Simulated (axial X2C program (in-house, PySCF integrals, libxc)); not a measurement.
## What spin–orbit coupling does to NaCo⁻

Computed with an axial X2C code built on PySCF integrals. Spin-free means the one-electron spin-free X2C Hamiltonian; two-component (2c) means X2C with spin–orbit coupling and atomic mean-field two-electron Coulomb and Gaunt terms, so the difference of the two also holds small scalar two-electron terms. Basis: Co dyall-acv3z [10s11p7d4f2g], Na dyall-av3z [10s9p5d2f] (cores contracted in-house); Gaussian nuclei, density fitting, unrestricted open shells. Masses: Co 58.933 u, Na 22.990 u.

Spin-free state: M_S = 3/2, Λ = 2 (beyond evenly filled blocks: 2 × σα, δ+α, δ+β, δ-α); fragments Co- + Na for PBE0, r2SCAN0; Co + Na- for CCSD, CCSD(T).

```tsv
level	Re (Å)	ωe (cm⁻¹)	De (eV)	μ (D)
PBE0	2.881	139.2	0.908	-7.31
CCSD	2.897	140.7	n/a	n/a
CCSD(T)	2.858	150.4	n/a	n/a
r2SCAN0	2.884	136.2	0.876	-6.32
```

Correlated methods: 11 electrons correlated (number of frozen shells: Co 3 s, 2 p; Na 2 s, 1 p), 321 virtual spin orbitals or spinors in MP2, 90 natural virtuals in coupled cluster.

Dipoles are positive if Na is the positive end and refer to the centre of mass.

Two-component determinant lowest at the distance of the search:

Ω = 7/2 (⟨Sz⟩ = 1.50, ⟨Lz⟩ = 2.00 at HF); fragments Co- + Na for PBE0; Co + Na- for CCSD, CCSD(T), r2SCAN0.

| level | Re (Å) | ωe (cm⁻¹) | μ (D) |
| --- | --- | --- | --- |
| PBE0 | 2.881 | 139.2 | -7.32 |
| CCSD | 2.897 | 140.6 | n/a |
| CCSD(T) | 2.858 | 150.3 | n/a |
| r2SCAN0 | 2.884 | 136.2 | -6.34 |

Q: From the two tables, how do the constants change at the CCSD(T) level (2c against spin-free)?

A: At the CCSD(T) level Re is unchanged within 0.001 Å and ωe stays the same within 0.2 cm⁻¹.

Occupations by symmetry block were frozen at the best pattern of an incomplete PBE0 search. Dissociation energies refer to the lowest single-determinant-based atoms at the same level and basis. De is not given where an atomic determinant may have missed its ground term or J level, or where the truncated virtual space spoils (T). Density functionals use the spin component along the axis (collinear). CCSD and (T) use frozen natural virtuals with an MP2 correction for the truncation; (T) itself is uncorrected, so its De runs slightly low. PBE0 can misorder states that lie within some tenths of an eV, so this need not be the ground state of the molecule. The nearest other spin-free determinant of the search, M_S = 1/2, Λ = 2, lies 0.04 eV up at the distance of the search. Without a current term, density functionals place determinants with orbital angular momentum somewhat too high. The atomic limit has a lower orbital projection than the molecule and lies lower at mean-field level, so De may be about a tenth of an eV too small. With several unpaired electrons one determinant need not be a pure state. A state of lower Ω lies just above, and one determinant can place such states too high, so the state shown need not be the lowest. The search has Ω = 5/2 only 0.04 eV up. The highest occupied level of some functionals is positive through self-interaction error; at Hartree–Fock it is bound. The determinant is spin-polarised beyond a pure state at some levels (its spin-free form has ⟨S²⟩ too high), which makes Re and μ there less reliable. The T1 diagnostic is large, a sign of multireference character.
